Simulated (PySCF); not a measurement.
C6H6S3Si.
Numbering: `[SiH3:1][S:2][c:3]1[cH:4][c:5]2[s:6][cH:7][cH:8][c:9]2[s:10]1`

Geometry (PBE0-D3(BJ)/def2-SVP, Å), atoms numbered from 1 in this order:
```
atom  x, y, z in Å
Si1    3.616   -0.889    0.422
S2     2.652    0.072   -1.254
C3     0.998   -0.020   -0.652
C4     0.308    0.952    0.032
C5    -1.018    0.533    0.313
S6    -2.378    1.231    1.120
C7    -3.327   -0.185    0.819
C8    -2.653   -1.160    0.135
C9    -1.324   -0.745   -0.157
S10    0.033   -1.445   -0.962
H11    5.070   -0.917    0.088
H12    3.095   -2.275    0.597
H13    3.385   -0.107    1.671
H14    0.751    1.909    0.307
H15   -4.357   -0.220    1.173
H16   -3.090   -2.118   -0.144
```

NICS is the negative of the GIAO shielding at a point without a nucleus: at the ring centre (0) and 1 Å above and below it (1); zz is the component along the ring normal. Level: GIAO PBE0/pcSseg-1 (PySCF, non-relativistic, gas phase) on the PBE0-D3(BJ)/def2-SVP geometry, one conformer.

Ring bond lengths (Å), with Mayer bond orders in brackets: C3–C4 1.374 (1.50), C4–C5 1.419 (1.21), C5–C9 1.396 (1.39), C9–S10 1.726 (1.08), S10–C3 1.748 (1.07); C5–S6 1.728 (1.09), S6–C7 1.731 (1.14), C7–C8 1.369 (1.60), C8–C9 1.422 (1.21), C9–C5 1.396 (1.39).

Task: What do the NICS probes read (ppm)?

Result: 
```tsv
ring	type	NICS(0)	NICS(1), two faces	NICS(1)zz, two faces	rms pucker (Å)	centre to ring atoms, mean (Å)
C3–C4–C5–C9–S10	5-membered ring with S; formal bonds all aromatic	-11.2	-9.8 / -9.8	-20.7 / -21.1	0.00	1.30
C5–S6–C7–C8–C9	5-membered ring with S; formal bonds all aromatic	-11.8	-10.5 / -10.4	-23.4 / -23.5	0.00	1.30
```

Task: What can be read from them?

Result: 
- C3–C4–C5–C9–S10: mean NICS(1)zz -20.9 ppm, shielded. For a flat ring without four-coordinate atoms the NICS criterion counts such a value as aromatic, though in fused rings the probe also feels the neighbouring ring.
- C5–S6–C7–C8–C9: mean NICS(1)zz -23.5 ppm, shielded, aromatic by this magnetic criterion (flat ring, no four-coordinate atom), though in fused rings the probe also feels the neighbouring ring.

Task: How equal are the bonds by HOMA? Use HOMA with the parameters of Krygowski (1993).

Result: 
- C3–C4–C5–C9–S10: HOMA 0.80; the largest term is that of S10–C3, α(R − Ropt)² = 0.48. The geometric and the magnetic index point the same way.
- C5–S6–C7–C8–C9: HOMA 0.81; the largest term is that of C8–C9, α(R − Ropt)² = 0.30. The geometric and the magnetic index point the same way.

Task: What field does 14.1 T along the ring normal induce along that normal at the second NICS(1) probe listed for ring C5–S6–C7–C8–C9, 1 Å off the ring?

Result: NICSzz × B0 = -23.5 ppm × 14.1 T = -331 μT, against the applied field.

Task: What are the shieldings of the ring atoms and their hydrogens in the same run (means over atoms taken as equivalent)?

Result: 
```csv
atoms,environment,σ isotropic (ppm)
C3,substituted aromatic carbon,42.3
C4,aromatic CH carbon,51.0
C5,ring-fusion aromatic carbon,40.7
S6,thiophene-type sulfur,318.1
C7,aromatic CH next to a ring sulfur,49.0
C8,aromatic CH carbon,60.2
C9,ring-fusion aromatic carbon,36.1
S10,thiophene-type sulfur,287.8
H14,aromatic hydrogen,23.83
H15,aromatic hydrogen,24.02
H16,aromatic hydrogen,24.06
```

Task: How do the values depend on the level or the medium?

Result: 
```tsv
level	NICS(0), C3–C4–C5–C9–S10	mean NICS(1)zz, C3–C4–C5–C9–S10	NICS(0), C5–S6–C7–C8–C9	mean NICS(1)zz, C5–S6–C7–C8–C9
PBE0/pcSseg-1, gas	-11.2	-20.9	-11.8	-23.5
wB97X-D/pcSseg-1, gas	-10.8	-20.6	-11.5	-23.2
```

The geometry is the same throughout.
